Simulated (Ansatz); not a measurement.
Ansatz (a first-principles code) input (B2PLYP/aug-cc-pVDZ):

Ansatz 0.2 input:
```yaml
crystal:
  periodic: [false, false, false]
  atoms:
    - {symbol: F, position_ang: [0.00000000, 0.00000000, 0.00000000]}
basis:
  gaussian:
    orbitals: aug-cc-pVDZ
hamiltonian:
  xc: {name: B2PLYP}
magnetization: {spin_polarized: true, initial_magnetization: 1}
correlation: {electrons: outside_noble_gas}
scf: {lower_state_search: full}
```

Output:

```
Functional definition: B2PLYP
integrals: 0.00 GiB planned
122 factors; integrals over basis functions are off by at most 1.6e-4 eV
mean field: 0.06 GiB planned
mean field evaluation 1: about -2710.9079 eV, gradient 5.0e0 eV
mean field evaluation 2: about -2710.9081 eV, gradient 5.0e0 eV
mean field evaluation 4: about -2710.9847 eV, gradient 3.5e-1 eV
mean field evaluation 8: about -2710.9852 eV, gradient 1.9e-3 eV
mean field evaluation 16: about -2710.9484 eV, gradient 3.4e0 eV
mean field evaluation 32: about -2710.9852 eV, gradient 3.6e-2 eV
mean field -2710.98517323 eV, -99.6268675446 hartree, gradient 7.3e-6 eV, S^2 0.752217; 2 other end points of the search recorded, 0 dependent functions left out
1 core orbitals not correlated
reference -2710.98527198 eV, -99.6268711733 hartree; 4, 3 occupied and 18, 19 virtual orbitals, 122 factors
second order -4.91481710 eV of doubles, -0.00000000 eV of singles
Total energy: -2712.31227259 eV, -99.6756375465 hartree
```
